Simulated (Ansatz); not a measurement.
Results of the Gaussian-basis code of Ansatz.

A structure relaxed at PBE0-D4/def2-TZVP, charge 0, multiplicity 1:

```xyz
11

C    -1.031   -0.046    1.840
O    -0.755   -0.262    0.471
Si    0.495    0.171   -0.439
Cl    1.487    1.718    0.431
C     0.606   -0.186   -2.182
O     1.420   -0.961   -1.160
H    -0.550    0.863    2.208
H    -2.111    0.048    1.956
H    -0.682   -0.899    2.427
H    -0.115   -0.824   -2.689
H     1.239    0.377   -2.864
```

(1) Give its formula and SMILES.

(2) Summarise the bond lengths by kind.

Answers

(1) C2H5ClO2Si, `CO[Si]1(Cl)CO1`.

(2) 2 × C–O 1.413 to 1.519 Å; 5 × C–H 1.087 to 1.093 Å; 2 × O–Si 1.606 to 1.630 Å; 1 × Cl–Si 2.033 Å; 1 × C–Si 1.782 Å.
